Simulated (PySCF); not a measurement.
C₆H₄O₂, SMILES C1(C=CC(C=C1)=O)=O.

Geometry optimised at PBE0-D3(BJ)/def2-SVP.

The numbers are results of SMD-ωB97X/def2-SVP in PySCF, not measurements.

Solvation free energies are E(SMD) − E(gas) at the gas-phase geometry, for 1 M in both phases. In vacuum the dipole moment is 0.00 D.

| solvent | ΔG(solv) (kcal/mol) | its non-electrostatic (CDS) part | dipole (D) |
|---|---|---|---|
| water | -5.6 | 4.6 | 0.00 |
| benzene | -7.1 | -4.4 | 0.00 |
| n-hexane | -6.2 | -4.0 | 0.00 |
